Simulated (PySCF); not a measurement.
## Removing the step error of a finite difference

System: CH10N2Si2, singlet, geometry from GFN2-xTB. Level: PBE/6-31G, polarisability in PySCF. Sums are taken with unrounded values, so a last digit can differ.

Second differences of the energy in a field along z gave a polarisability along z of 58.311 bohr³ at step 0.005 and 58.352 bohr³ at step 0.02 (atomic units).

Task: Extrapolate to zero step.

Result: The leading error of a symmetric difference goes as h², so A(h) = A0 + c h². Then c = (58.352 - (58.311))/(0.02² - 0.005²) = 109 (atomic units) and A0 = 58.311 - c × 0.005² = 58.308 bohr³. The analytic value from the same program and level is 58.308 bohr³: the smaller step missed it by 0.003, the extrapolation by 0.000.
